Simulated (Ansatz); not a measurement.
Two structures of SiH5Cl2OF, closed shell, reached by relaxing down either side of one saddle point (PBE0-D4/def2-TZVP). Energies are electronic, without zero-point energy. Ansatz 0.2.0; basis: def2-TZVPP and def2-QZVPP; cores frozen in the correlated methods. Extrapolation: Hartree–Fock as exp(−7.88 √X), correlation as X^−2.97. First:

```
10
angstrom
Si -0.6028 -0.8437 -0.9895
H 0.5553 -0.1471 -1.5607
Cl -0.9482 -2.4765 -2.1893
Cl -0.0853 -1.6410 0.8639
H -1.8879 -0.1431 -0.8826
H 0.6171 1.5740 0.6726
O -0.2289 1.5625 0.2052
H 1.4804 -0.2685 1.4499
F 1.9788 0.5109 1.5899
H -0.8785 1.8726 0.8406
```

Second:

```
10
angstrom
Si -1.6066 -0.4477 -0.3496
H 2.9638 -0.4052 -0.2794
Cl -1.8801 -0.3967 -2.3627
Cl -1.8741 -2.3600 0.2841
H -2.5402 0.4589 0.3252
H 0.5357 1.3397 1.0116
O -0.1007 0.0707 0.0311
H 2.7922 0.1754 0.1607
F 1.0434 1.9594 1.4946
H 0.6667 -0.3948 -0.3155
```

Task: Which bonds change from the first to the second?

Result: SiH₂Cl₂ ([Cl][SiH2][Cl]) + H₂O + HF → SiH₂Cl₂O ([OH][SiH]([Cl])[Cl]) + HF + H₂; bonds formed: Si1–O7, H2–H8, H6–F9; bonds broken: Si1–H2, H6–O7, H8–F9.

Task: Give the saddle point's structure and its height above each. (Judge from chemistry; the value comes from the calculation.)

Result: By the calculation: 1.361 eV above the first and 2.173 eV above the second (CCSD(T) at an estimated basis limit (MP2 extrapolated from triple and quadruple zeta, plus CCSD(T) − MP2 in triple zeta)).
```
10
angstrom
Si -0.6624 -0.5566 -0.3788
H 0.9626 -0.8415 -0.0728
Cl -0.2153 -1.1987 -2.2872
Cl -1.0372 -1.9389 1.1084
H -2.0618 -0.1245 -0.6227
H 0.7854 1.2065 0.5769
O -0.2246 1.0983 0.0953
H 1.5028 -0.1745 0.4034
F 1.8870 0.8098 0.9078
H -0.9365 1.7201 0.2699
```

The T1 diagnostic stays at or below 0.011.

Labels in which every atom is bracketed show which atoms are joined, not bond orders.

For scale, one of the runs: CCSD(T)/def2-TZVPP, 258 basis functions, launched by `ansatz run in.yaml --threads 8 --pin off --events-out ev --progress --plain --max-ram 19148MiB`. Time: 82 s of wall clock on 8 CPU threads of an Intel Xeon Platinum 8259CL; the host was shared. Peak host memory: 5.8 GiB.
